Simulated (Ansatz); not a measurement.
Ansatz results at the PBE0-D4/def2-TZVP geometry: LUMO energy (B3LYP/def2-TZVPP) 0.63 eV; size of the dipole moment (B3LYP/def2-TZVPP) 1.65 D; HOMO energy (PBE/def2-TZVPP) -4.97 eV.

Each molecule was computed in one conformer, which needn't be the lowest.

Problem. Which molecule gave them?
A. `CCC(C)(C)S`
B. `CC(=O)C(C(C)=O)C(C)C`
C. `CCCSCC`
D. `[Sn][Te]`

Solution. C. The others give `CCC(C)(C)S`: 0.34, 1.64, -5.47; `[Sn][Te]`: -2.81, 2.45, -5.82; `CC(=O)C(C(C)=O)C(C)C`: -1.54, 1.71, -5.66.

B3LYP here is the variant with VWN-RPA as its local correlation; programs differ in this.
